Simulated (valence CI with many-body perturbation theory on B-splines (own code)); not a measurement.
# A CI+MBPT run for Er XXVIII

Computed by configuration interaction combined with many-body perturbation theory (CI+MBPT): five valence electrons over a frozen Dirac-Fock core [Kr], radial functions for each j: 7 s, 7 p, 8 d, 6 f, 4 g, 1 h, with the one-electron correlation potential Σ1 (screened to all orders), the two-electron term Σ2, the three-electron term Σ3, Breit, model QED; selected single and double excitations, second order for the rest, scaled by the run's own slope (own B-spline code, finite nucleus).

Command, and the settings that its task file holds:

```sh
python run_cv.py task.json out
```

```
atom Er  Z=68  mass_number=166  rms_radius_fm=5.2516
core [Kr]
valence 4d5
avg = 1
basis = M
beyond = 1
breit = 1
cap = 32000
capref = 2200
cscale = 1
de = 0.0
dress = 0
eps = 2e-08
extrap = 1
h = 0.27
hh = 1
l2 = 3
lcore = 6
maxit = 60
n2 = 5
natural = 1
nlev = 190
nno = [4, 4, 5, 4, 3, 1]
nroot = 40
nsp = [3, 3, 3, 2, 1, 0]
pt2 = 1
qed = 1
rpa = 1
s1 = 1
s2 = 1
s3 = 1
screen = 1
tol = 2e-05
whole = 1
```

Problem. Roughly how long does this run take on one core of Intel(R) Xeon(R) Processor @ 2.30GHz, and how much memory?

Solution. 15 min on 1 thread of Intel(R) Xeon(R) Processor @ 2.30GHz, on a shared host, peak memory 1.4 GiB.

Log. The first blocks belong to the next ion, which gives the ionisation energy. Fields: 2J, parity (1 odd), roots, reference size, generating configurations, candidates as configurations/state functions, variational space P, stored matrix elements, Davidson steps; e2 is the range of second-order energies in hartree. The first line gives the box (bohr), its intervals, the orbitals and the steps of their self-consistent field. Window is the range of levels sought, series limit the energy at which the first omitted orbital would enter, core excitation an estimate of the first excitation out of the core, left out the lowest levels not solved, and shifts from estimates the range by which levels moved from their first estimate, all in cm⁻¹.

```
rmax 5.3 intervals 59 orbitals 59 references ['4d5', '4d4 4f', '4d4 5s', '4d3 4f2', '4d4 5p'] scf 5 t 1.8
2J=0 par=0 roots 2 ref 28 generators 6 cand 7160/17692 P 1378/2652 nnz 1.3e+06 it 5
2J=0 par=0 roots 2 ref 28 generators 11 cand 9593/24388 P 2093/4320 nnz 2.6e+06 it 5
   second order: generators 13 cand 10203/25690 e2 -0.00003 -0.00001
2J=2 par=0 roots 2 ref 51 generators 6 cand 7370/49312 P 638/3194 nnz 2.7e+06 it 5
2J=2 par=0 roots 2 ref 51 generators 12 cand 10625/72013 P 2026/10788 nnz 2.1e+07 it 5
   second order: generators 16 cand 10688/73604 e2 -0.00007 -0.00003
reference levels 1595, estimated 383, window 1576199 1/cm; series limit 5313804, core excitation 1068951
2J=5 par=0 roots 10 ref 197 generators 14 cand 12982/429579 P 463/6366 nnz 8.5e+06 it 6
2J=5 par=0 roots 10 ref 197 generators 16 cand 12727/425903 P 2018/27862 nnz 1.3e+08 it 7
   second order: generators 28 cand 25379/959599 e2 -0.00086 -0.00047
2J=7 par=0 roots 7 ref 205 generators 9 cand 12964/478205 P 362/6399 nnz 9.9e+06 it 6
2J=7 par=0 roots 7 ref 205 generators 12 cand 12774/474506 P 1538/25559 nnz 1.3e+08 it 8
   second order: generators 21 cand 24938/1008831 e2 -0.00104 -0.00076
2J=3 par=0 roots 7 ref 153 generators 11 cand 12935/324932 P 521/6390 nnz 9e+06 it 6
2J=3 par=0 roots 7 ref 153 generators 11 cand 12639/321183 P 2259/27035 nnz 1.3e+08 it 8
   second order: generators 25 cand 24889/676817 e2 -0.00054 -0.00030
2J=11 par=0 roots 3 ref 154 generators 9 cand 12634/423800 P 494/6391 nnz 9.6e+06 it 4
2J=11 par=0 roots 3 ref 154 generators 12 cand 12365/420031 P 2011/26122 nnz 1.3e+08 it 6
   second order: generators 18 cand 18478/684678 e2 -0.00038 -0.00034
2J=9 par=0 roots 5 ref 190 generators 10 cand 12859/472702 P 395/6400 nnz 9.8e+06 it 5
2J=9 par=0 roots 5 ref 190 generators 12 cand 12643/468953 P 1655/25730 nnz 1.3e+08 it 7
   second order: generators 20 cand 21262/858143 e2 -0.00090 -0.00061
2J=1 par=0 roots 4 ref 86 generators 9 cand 12674/174246 P 936/6386 nnz 8.6e+06 it 5
2J=1 par=0 roots 4 ref 86 generators 12 cand 12085/170438 P 3013/23077 nnz 6.6e+07 it 7
   second order: generators 18 cand 20521/319802 e2 -0.00020 -0.00010
2J=13 par=0 roots 1 ref 114 generators 3 cand 9599/309255 P 560/6387 nnz 1.2e+07 it 4
2J=13 par=0 roots 1 ref 114 generators 5 cand 10897/336715 P 1659/20042 nnz 8.4e+07 it 5
   second order: generators 9 cand 15915/495190 e2 -0.00018 -0.00018
2J=5 par=1 roots 40 ref 61 generators 13 cand 15326/496745 P 328/6382 nnz 7.3e+06 it 10
...
2J=15 par=1 roots 13 ref 15 generators 14 cand 13770/315603 P 1883/30322 nnz 1.2e+08 it 10
   second order: generators 32 cand 34460/1159981 e2 -0.00268 -0.00197
2J=17 par=1 roots 6 ref 6 generators 5 cand 9829/189851 P 634/6394 nnz 7.2e+06 it 5
2J=17 par=1 roots 6 ref 6 generators 9 cand 12446/220954 P 2537/30906 nnz 1.3e+08 it 7
   second order: generators 22 cand 28408/818422 e2 -0.00105 -0.00087
2J=19 par=1 roots 2 ref 2 generators 2 cand 3005/30887 P 755/6394 nnz 8.5e+06 it 4
2J=19 par=1 roots 2 ref 2 generators 6 cand 9936/137523 P 2723/26000 nnz 1.2e+08 it 5
   second order: generators 18 cand 26436/530943 e2 -0.00010 -0.00009
left out: unestimated 2430510, estimated 1654524, shifts from estimates -509 to 355
operators 2.9
```

The Davidson iterations converged.

No measured spectrum was set against this ion. As an estimate, large intervals hold to a few tenths of a per cent, small ones and those within an open d or f shell to about a per cent. The list stops below the first excitations out of the core.

| Quantity | Value |
| --- | --- |
| Valence energy | -200.8125 hartree |
| Ionisation energy | 990.01 eV (NIST: 989 ± 4 eV (theoretical)) |
| Reference configurations for the orbitals | 4d5, 4d4 4f, 4d4 5s, 4d3 4f2, 4d4 5p |
| Radial orbitals | 59 |
| Box radius | 5.333 bohr |
| Largest variational space | 32000 |
| Lowest levels | (4d3/2^4 4d5/2) J=5/2 0.0, (4d3/2^3 4d5/2^2) J=5/2 [a] 58021, (4d3/2^3 4d5/2^2) J=7/2 [a] 89973, (4d3/2^3 4d5/2^2) J=3/2 [a] 93060, (4d3/2^3 4d5/2^2) J=11/2 96343, (4d3/2^3 4d5/2^2) J=9/2 105320, (4d3/2^3 4d5/2^2) J=5/2 [b] 109840, (4d3/2^3 4d5/2^2) J=1/2 115000, (4d3/2^3 4d5/2^2) J=7/2 [b] 126010, (4d3/2^2 4d5/2^3) J=5/2 [a] 148160, (4d3/2^3 4d5/2^2) J=3/2 [b] 156510, (4d3/2^2 4d5/2^3) J=7/2 [a] 163900, (4d3/2^2 4d5/2^3) J=11/2 168460, (4d3/2^2 4d5/2^3) J=9/2 [a] 173500 cm⁻¹ |

Levels are named by their leading jj configuration (3d3/2^4 stands for four electrons in 3d with j = 3/2), which in mixed levels can hold well under half, so a name can repeat and another be missing. Letters in brackets count levels of one name in rising energy.
